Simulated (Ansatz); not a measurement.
# Molecular dynamics, step by step

CH$_{4}$AlBSi (SMILES B[Si]1=[CH][AlH]1), closed shell, PBE0-D4/def2-SVP (Ansatz 0.2.0). Settings (timestep in fs, temperature in K; T counts 18 degrees of freedom):

```yaml
hamiltonian: {xc: pbe0, dispersion: d4}
md: {n_steps: 60, timestep: 0.5, temperature: 300, ensemble: nve, seed: 97, initial_velocities: maxwell_boltzmann}
```

Start (the SMILES describes the start alone):

B1  (-0.491, 2.060, -0.312)
Si2  (0.188, 0.320, -0.028)
C3  (1.155, -1.060, 0.799)
Al4  (-0.019, -2.083, -0.348)
H5  (-1.660, 2.219, -0.342)
H6  (0.180, 2.919, -0.759)
H7  (1.445, -0.965, 1.851)
H8  (-0.798, -3.409, -0.860)
(Å)

```csv
step,time (fs),potential energy less the start (meV),kinetic energy (meV),T (K)
0,0.00,0.0,232.7,300
4,2.00,-17.9,251.0,324
8,4.00,8.8,225.1,290
12,6.00,-88.2,321.7,415
16,8.00,-202.2,434.4,560
20,10.00,-136.3,370.0,477
24,12.00,-146.2,379.3,489
28,14.00,-156.2,388.9,501
32,16.00,-69.0,302.8,390
36,18.00,-91.4,325.3,419
40,20.00,-237.6,470.3,606
44,22.00,-280.4,513.4,662
48,24.00,-275.9,509.6,657
52,26.00,-350.0,582.6,751
56,28.00,-303.3,536.3,692
60,30.00,-197.3,431.1,556
```

Step 4, positions (Å) and forces (eV/Å):

```json
{"atom": "B1", "x": "-0.487", "y": "2.059", "z": "-0.302", "Fx": "-1.240", "Fy": "0.924", "Fz": "-0.493"}
{"atom": "Si2", "x": "0.188", "y": "0.316", "z": "-0.029", "Fx": "0.752", "Fy": "-2.632", "Fz": "0.355"}
{"atom": "C3", "x": "1.146", "y": "-1.058", "z": "0.792", "Fx": "-1.857", "Fy": "1.043", "Fz": "-0.854"}
{"atom": "Al4", "x": "-0.017", "y": "-2.084", "z": "-0.345", "Fx": "0.424", "Fy": "1.150", "Fz": "0.494"}
{"atom": "H5", "x": "-1.739", "y": "2.244", "z": "-0.381", "Fx": "1.196", "Fy": "-0.240", "Fz": "0.369"}
{"atom": "H6", "x": "0.231", "y": "2.908", "z": "-0.777", "Fx": "0.014", "Fy": "-0.006", "Fz": "0.016"}
{"atom": "H7", "x": "1.465", "y": "-0.929", "z": "1.830", "Fx": "0.448", "Fy": "-0.288", "Fz": "0.117"}
{"atom": "H8", "x": "-0.787", "y": "-3.369", "z": "-0.873", "Fx": "0.263", "Fy": "0.049", "Fz": "-0.005"}
```

Step 12, positions (Å) and forces (eV/Å):

```tsv
atom	x	y	z	Fx	Fy	Fz
B1	-0.491	2.068	-0.287	-0.541	0.951	-0.955
Si2	0.191	0.299	-0.030	0.020	-1.601	0.030
C3	1.111	-1.043	0.773	-0.629	0.867	0.459
Al4	-0.010	-2.079	-0.337	0.492	1.467	0.393
H5	-1.746	2.267	-0.414	1.373	-0.176	0.477
H6	0.317	2.871	-0.800	-0.651	-0.421	0.354
H7	1.549	-0.893	1.786	0.057	-0.456	-0.506
H8	-0.743	-3.300	-0.904	-0.121	-0.632	-0.252
```

Step 16, positions (Å) and forces (eV/Å):

| atom | x | y | z | Fx | Fy | Fz |
| --- | --- | --- | --- | --- | --- | --- |
| B1 | -0.497 | 2.078 | -0.284 | 1.121 | -0.001 | -0.613 |
| Si2 | 0.192 | 0.286 | -0.030 | -0.518 | -0.755 | -0.223 |
| C3 | 1.089 | -1.031 | 0.765 | 0.048 | 0.504 | 0.819 |
| Al4 | -0.005 | -2.074 | -0.332 | 0.223 | 1.130 | 0.082 |
| H5 | -1.666 | 2.267 | -0.404 | -0.379 | 0.150 | 0.336 |
| H6 | 0.328 | 2.831 | -0.794 | -0.415 | -0.061 | 0.160 |
| H7 | 1.599 | -0.901 | 1.741 | -0.008 | -0.408 | -0.369 |
| H8 | -0.725 | -3.295 | -0.932 | -0.073 | -0.558 | -0.193 |

Last step (60):

```
atom    x (Å)    y (Å)    z (Å)
  B1  -0.3697   2.0908  -0.2967
 Si2   0.0955   0.2160  -0.0831
  C3   1.0995  -1.0124   0.8818
 Al4   0.0066  -2.0157  -0.3323
  H5  -1.4616   2.4765   0.3154
  H6   0.1531   2.9517  -1.0370
  H7   1.9303  -1.0218   1.6056
  H8  -0.2038  -3.4661  -1.0382
```

Hardware: 2 CPU threads of an Arm Neoverse V2, shared host. Wall time about 82 s.
